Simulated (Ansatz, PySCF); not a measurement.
Donor–acceptor adduct: AlH3 (SMILES [AlH3]) (first 4 atoms) with AsH3 (SMILES [AsH3]); geometry from B3LYP-D3(BJ)/def2-TZVP, rigid monomers moved along the line of their centres of mass till Al1···As5 is 4.80 Å.
(charge 0, multiplicity 1):
```json
[
 {"atom": "Al", "x (Å)": "0.2822", "y (Å)": "0.6255", "z (Å)": "0.5610"},
 {"atom": "H", "x (Å)": "-0.5405", "y (Å)": "-0.2926", "z (Å)": "-0.4415"},
 {"atom": "H", "x (Å)": "-0.2475", "y (Å)": "2.0913", "z (Å)": "0.8698"},
 {"atom": "H", "x (Å)": "1.8116", "y (Å)": "0.2894", "z (Å)": "0.8303"},
 {"atom": "As", "x (Å)": "-1.3990", "y (Å)": "-1.3817", "z (Å)": "4.5889"},
 {"atom": "H", "x (Å)": "-0.9339", "y (Å)": "-0.8817", "z (Å)": "5.9367"},
 {"atom": "H", "x (Å)": "-1.1799", "y (Å)": "-2.8532", "z (Å)": "4.8529"},
 {"atom": "H", "x (Å)": "-2.8803", "y (Å)": "-1.3602", "z (Å)": "4.8859"}
]
```

Monomers are frozen at their geometry in the pair; levels with a basis set take the counterpoise correction. Rows marked so take none.

Correlated levels freeze the cores. Filled d and f shells under p-block atoms count as core. CBS: X⁻³ extrapolation of the correlation energy, Hartree–Fock from the larger set. Rows in 6-31G*, LANL2DZ, STO-3G carry no dispersion term and start afresh at each structure (6-31G* with six Cartesian d functions); the Pople sets are all-electron and without relativity. LANL2DZ brings its own core potentials from Na on.

The values were computed with Ansatz (a program for electronic structure); PySCF for 6-31G* rows, LANL2DZ rows, STO-3G rows, the dispersion terms. 

```
level                            interaction energy (kcal/mol)
-------------------------------  -----------------------------
HF/STO-3G (no counterpoise)                              -1.26
HF/6-31G* (no counterpoise)                              -1.63
r2SCAN-D4/def2-TZVPPD                                    -1.63
B3LYP/LANL2DZ (no counterpoise)                          -1.83
M06-2X/6-31G* (no counterpoise)                            ___
MP2/CBS(def2-SVPD, def2-TZVPPD)                          -1.66
SCS-MP2/def2-SVPD                                        -1.61
CCSD/def2-TZVPPD                                         -1.57
CCSD(T)/def2-SVPD                                        -1.63
```

Problem. Complete the blanks.

Solution. 
- M06-2X/6-31G* (no counterpoise), interaction energy (kcal/mol): -1.74
